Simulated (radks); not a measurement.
Values are calculated unless marked as measured or tabulated.
Task: Species: neutral oxygen. Configuration: [He] 2s1 2p5 (not the ground configuration). Code: a radial shooting solver on a logarithmic mesh with Libxc functionals. Model: scalar-relativistic Kohn-Sham, exchange-only B88, spin-polarised, spherical densities, point nucleus; open shells are filled with parallel spins first. Some entries of the table are withheld. Estimate them.

| orbital | occ. | eigenvalue (hartree) | <r> (bohr) | <r^2> (bohr^2) |
|---|---|---|---|---|
| 1s up | 1 | (1) | 0.1995 | 0.05384 |
| 1s down | 1 | (2) | 0.1993 | 0.05365 |
| 2s up | 1 | -0.93276 | 1.121 | (3) |
| 2s down | 0 | -0.77202 | 1.170 | (4) |
| 2p up | 3 | -0.37942 | 1.211 | 1.934 |
| 2p down | 2 | -0.23824 | 1.369 | 2.570 |

Result: 
(1) 1s up eigenvalue (hartree): -18.95943
(2) 1s down eigenvalue (hartree): -18.90011
(3) 2s up <r^2> (bohr^2): 1.523
(4) 2s down <r^2> (bohr^2): 1.678
